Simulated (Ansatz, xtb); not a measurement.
Two isomers of H8S2Si3

We compare a, `[SiH3][Si]([SiH3])(S)S`, a singlet, with b, `[SiH3][SiH2][SiH](S)S`, a singlet. Both are isolated molecules in the gas phase, relaxed with r2SCAN-D4/def2-SVP; the shapes shown needn't be the lowest conformers.

a (Å):

```xyz
13

S    -0.3696    1.7623    2.7305
S    -2.4108    0.5391   -0.0181
Si    0.9918   -0.7486    0.5715
Si   -0.9840    0.0605    1.5397
Si   -2.0775   -1.4993    2.9063
H     1.5258    0.2771   -0.3769
H     0.6766   -1.9968   -0.1862
H     2.0253   -1.0446    1.6098
H    -3.2429   -0.8357    3.5681
H    -1.1226   -1.9684    3.9550
H    -2.5620   -2.6710    2.1149
H    -1.6070    2.0250    3.2126
H    -1.5834    1.3772   -0.6858
```

b (Å):

```xyz
13

S     0.3436    1.6464   -2.0454
S    -0.9119    1.5081    1.3394
Si    1.5525   -1.6847    0.6781
Si   -0.5257   -1.5545   -0.4080
Si   -1.0324    0.7197   -0.6657
H     2.0862   -3.0805    0.6582
H     1.4138   -1.2306    2.0936
H     2.5292   -0.7922   -0.0211
H    -1.5730   -2.2552    0.4009
H    -0.4512   -2.1842   -1.7628
H    -2.3579    0.9976   -1.2925
H     1.4503    1.2828   -1.3567
H    -1.1551    2.7916    0.9847
```

Problem. Which of the two would you expect CCSD(T)/def2-SVP + ΔMP2/def2-TZVPP electronic energies to favour?

Solution. Too close to call at this level: CCSD(T)/def2-SVP + ΔMP2/def2-TZVPP gives E(b) − E(a) = −0.017 eV.

Level by level:

| level | geometry | E(b) − E(a) (eV) | departure from the last row (eV) | job, with rough time for the two |
| --- | --- | --- | --- | --- |
| GFN2-xTB | GFN2-xTB | −0.038 | −0.021 | optimisation, 0.27 s |
| HF/STO-3G | GFN2-xTB | −0.017 | −0.001 | single point, 0.46 s |
| r2SCAN-D4/def2-SVP//GFN2-xTB | GFN2-xTB | +0.034 | +0.051 | single point, 3.2 s |
| r2SCAN-D4/def2-SVP | r2SCAN-D4/def2-SVP | −0.019 | −0.002 | optimisation, 48 s |
| HF/def2-SVP | r2SCAN-D4/def2-SVP | −0.025 | −0.008 | part of the CCSD(T) run |
| MP2/def2-SVP | r2SCAN-D4/def2-SVP | −0.012 | +0.005 | part of the CCSD(T) run |
| CCSD(T)/def2-SVP | r2SCAN-D4/def2-SVP | −0.022 | −0.005 | single point |
| CCSD(T)/def2-SVP + ΔMP2/def2-TZVPP | r2SCAN-D4/def2-SVP | −0.017 |  | single point, 33 s |

As drawn, both hold the same kinds of bond in the same numbers.

The largest departure from CCSD(T)/def2-SVP + ΔMP2/def2-TZVPP is that of r2SCAN-D4/def2-SVP//GFN2-xTB, 0.051 eV. The last row adds to CCSD(T) the change of the MP2 difference between the two basis sets, here +0.005 eV.

With thermal terms from frequencies at re-optimised GFN2-xTB minima (ideal gas, soft modes damped towards free rotors, one conformer each, 298.15 K, 1 atm): the zero-point term adds +0.020 eV; ΔH is −0.014 and ΔG +0.012 eV.

The correlated steps freeze 25 core orbitals. Run with Ansatz 0.2.0, xtb 6.7.1; the last row on 2 threads of Intel(R) Xeon(R) 6975P-C (Granite Rapids) on a shared host.
